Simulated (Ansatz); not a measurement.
Total energies of CH8SSi2, SMILES `C[SiH2][SiH2]S`.

```xyz
12

C    -0.522   -1.766    0.274
Si    0.488   -0.306    0.873
Si   -0.212    1.657   -0.188
S    -0.022    1.422   -2.317
H    -1.570   -1.651    0.557
H    -0.151   -2.699    0.704
H    -0.470   -1.840   -0.814
H     1.930   -0.496    0.538
H     0.386   -0.153    2.352
H    -1.665    1.906    0.008
H     0.533    2.855    0.290
H     1.275    1.071   -2.275
```

Total charge 0; spin multiplicity 1. The structure was optimised at the PBE0-D4/def2-TZVP level. It is one conformer, not always the lowest. Basis def2-TZVPP, the Gaussian-basis code of Ansatz.

RPA on PBE orbitals: Hartree–Fock energy of these orbitals -1017.95038 Eh, correlation -1.12407 Eh (frozen core).

| functional | energy without D4 (Eh) | D4 term (kJ/mol) |
| --- | --- | --- |
| LDA (SPW92) | -1016.05152 | – |
| revPBE | -1019.96870 | -75.0 |

(1) Give the same for PBE, BLYP, r2SCAN, B97M-V, PBE0, B3LYP, r2SCANh, r2SCAN0, HSE06 (plane-wave form), BHLYP, CAM-B3LYP, LC-ωPBE, ωB97X-V, ωB97M-V, B2PLYP, PBE-QIDH. (An estimate is asked.)

B3LYP takes the VWN-RPA correlation (the form of Gaussian; ORCA's B3LYP/G). HSE06 is the plane-wave form, built on full-range PBE exchange. The double hybrids freeze the cores in their second-order part.

## Answers

(1) Computed: 
```csv
functional,energy without D4 (Eh),D4 term (kJ/mol)
PBE,-1019.63476,-28.0
BLYP,-1020.12696,-59.7
r2SCAN,-1020.06825,-7.0
B97M-V,-1019.93082,–
PBE0,-1019.73960,-24.1
B3LYP,-1020.24364,-45.2
r2SCANh,-1020.06260,-7.6
r2SCAN0,-1020.05514,-8.4
HSE06 (plane-wave form),-1019.71570,-22.7
BHLYP,-1020.14568,-37.5
CAM-B3LYP,-1020.16867,-24.9
LC-ωPBE,-1019.85989,–
ωB97X-V,-1020.01473,–
ωB97M-V,-1020.06852,–
B2PLYP,-1019.75969,–
PBE-QIDH,-1019.47883,–
```

LC-ωPBE has ω = 0.4 bohr⁻¹.
